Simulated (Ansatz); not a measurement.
One change: `FB(F)N[SiH3]` becomes `FB(F)I`.

Ansatz, PBE0-D4/def2-TZVP geometries, multiplicity 1. Each molecule was computed in one conformer, which needn't be the lowest.

Elements past krypton have def2 core potentials.

```tsv
property	`FB(F)N[SiH3]`
ideal-gas entropy at 298 K and 1 bar (rigid rotor, harmonic PBE0-D4/def2-TZVP) / J/(mol·K)	340
size of the dipole moment (B3LYP/def2-TZVPP) / D	2.13
LUMO energy (PBE/def2-TZVPP) / eV	-0.80
HOMO energy (PBE/def2-TZVPP) / eV	-7.12
HOMO–LUMO gap (PBE0/def2-TZVPP) / eV	8.54
HOMO–LUMO gap (ωB97M-V/def2-TZVPP) / eV	12.33
```

(1) Give the same properties after the change, and the shifts. (Best estimate.)

## Answers

(1) The calculation gave: 
```tsv
property	`FB(F)I`	shift
ideal-gas entropy at 298 K and 1 bar (rigid rotor, harmonic PBE0-D4/def2-TZVP) / J/(mol·K)	296	-44
size of the dipole moment (B3LYP/def2-TZVPP) / D	0.46	-1.67
LUMO energy (PBE/def2-TZVPP) / eV	-1.64	-0.84
HOMO energy (PBE/def2-TZVPP) / eV	-6.94	0.18
HOMO–LUMO gap (PBE0/def2-TZVPP) / eV	7.48	-1.06
HOMO–LUMO gap (ωB97M-V/def2-TZVPP) / eV	11.72	-0.61
```

With PBE0 the HOMO rises by 0.38 eV and the LUMO falls by 0.69 eV, so the gap narrows by about 1.07 eV. PBE moves the HOMO by 0.18 eV and ωB97M-V by 0.51 eV. The zero-point energy changes by -111.0 kJ/mol with -15 modes. Dipoles are sizes alone; their direction can turn. Modes under 60 cm⁻¹, often nearly free rotors, make the harmonic entropy too high.

B3LYP here is the variant with VWN-RPA as its local correlation; programs differ in this.

Spin–orbit coupling is left out; it splits and shifts lone-pair levels of the heavy atoms by tenths of an eV.
